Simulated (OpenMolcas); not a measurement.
**V3+: effect of the IPEA shift**

```
Program             : OpenMolcas 26.06
Basis               : ANO-RCC-VTZP [6s5p3d2f1g]
Scalar Hamiltonian  : DKH2, point nucleus
Active space        : 8 electrons in 8 orbitals (RAS1 3p, at most 2 holes; RAS2 3d)
State averaging     : 2S+1 = 3 even, 10 roots; 2S+1 = 1 even, 15 roots
Spin-orbit coupling : state interaction with AMFI integrals over the reference wave functions, term energies averaged over their components
```

Methods on the same reference wave functions:
A. RASSCF
B. SS-RASPT2, IPEA 0 Eh, imaginary shift 0.1 Eh (closed shells correlated: 3s)
C. SS-RASPT2, IPEA 0.25 Eh, imaginary shift 0.1 Eh (closed shells correlated: 3s)

Energies in eV above 3d² ³F₂, the measured ground level; measured values from Sugar and Corliss, J. Phys. Chem. Ref. Data 7, 1191 (1978).

```csv
Level,A,B,C,Measured
3d² ³F₂,0.0000,0.0000,0.0000,0.0000
3d² ³F₃,0.0434,0.0436,0.0436,0.0403
3d² ³F₄,0.0993,0.0995,0.0995,0.0911
3d² ¹D₂,1.5789,1.348,1.355,1.3588
3d² ³P₀,1.9382,1.654,1.683,
3d² ³P₁,1.9532,1.669,1.698,1.6415
3d² ³P₂,1.9849,1.701,1.730,1.6686
3d² ¹G₄,2.7593,2.316,2.313,2.2802
3d² ¹S₀,5.7178,5.215,5.241,5.2646
```

Deviations, from unrounded energies. A percentage is the sum of absolute deviations over the sum of measured energies, with the sign that they share, or ± where signs differ.

| Against measurement | Levels | A | B | C |
| --- | --- | --- | --- | --- |
| mean absolute deviation (cm-1) | 7 | 2100 | 190 | 220 |
| fine structure of the ground term (%) | 2 | +8.6 | +8.8 | +8.8 |
| other terms of the ground configuration (%) | 5 | +14.6 | ±1.3 | ±1.5 |

B lies closest to measurement on these levels and A furthest from it. The largest miss of B in the table is 3d² ¹S₀, by -400 cm-1. The ranking rests on the paired levels alone, and a cruder setting can come out closer through cancelling errors.

Between B and C the level of the table that moves most is 3d² ³P₁, by 230 cm-1 (lowest in B, highest in C). Moves below CASPT2's spread within the term are not significant.

The mean deviations of B to C differ by less than CASPT2's widest spread within a term (620 cm-1), so their order carries little weight.

From A to B the spin-free energies of the other terms of 3d² shown, above ³F, scale by factors of 0.84 to 0.91, as is usual when dynamic correlation screens the repulsion within a d or f shell.

The lowest spin-free term lies below A's lowest term by 0.221 hartree in B, 0.217 hartree in C.

CASPT2 does not keep the components of a term degenerate, so their means are used; among the terms shown or strongly mixed into the levels shown the widest spread is 620 cm-1 (3d² ¹G, B). Active for correlation alone: 3p; no level in the range computed is led by a configuration that opens it, so any true level of that kind is missing. Without dynamic correlation excited terms often stand tens of per cent too high (terms of higher spin than the ground term too low), and those without a measured partner can miss by more than the paired ones (holds for A). Measured partners are found by configuration, term and J. A level has none where our copy of the source lacks it or the pairing is in doubt (some pairs that miss far off the trend of their configuration count as doubtful), and it then counts in no deviation. Only configurations of the active space appear.
